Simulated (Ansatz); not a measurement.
```
atom    x (Å)    y (Å)   z (Å)
   H   2.8750   0.0000  0.0000
   H   1.7925   2.2477  0.0000
   H  -0.6398   2.8030  0.0000
   H  -2.5903   1.2475  0.0000
   H  -2.5903  -1.2475  0.0000
   H  -0.6398  -2.8030  0.0000
   H   1.7925  -2.2477  0.0000
```

Basis set: pcseg-2 (spherical functions). Charge 0, multiplicity 2.

Computed with Ansatz (development build ahead of 0.2.0); each method stands on the lowest determinant of its kind that the runs found. Restricted functionals stand beside restricted open-shell atoms, which can lie above the unrestricted atoms usual in DFT and then raise those values.

**Question.** Give the atomization energy at this shape (free ground-state atoms in the same class of orbitals less the molecule, no zero-point energy) of doublet H7 by PBE (unrestricted), UHF, PBE (restricted open-shell), ROHF.

**Answer.**

```json
{"method": "PBE (unrestricted)", "atomization energy": "0.38 eV"}
{"method": "UHF", "atomization energy": "0.06 eV"}
{"method": "PBE (restricted open-shell)", "atomization energy": "-2.53 eV"}
{"method": "ROHF", "atomization energy": "-10.39 eV"}
```

Caution: the shape is not the minimum. Caution for PBE (unrestricted), UHF: the unrestricted determinant is a mixture of spin states. Caution for PBE (restricted open-shell), ROHF: an unrestricted determinant lies well below; the molecule lies well above its atoms at this level.
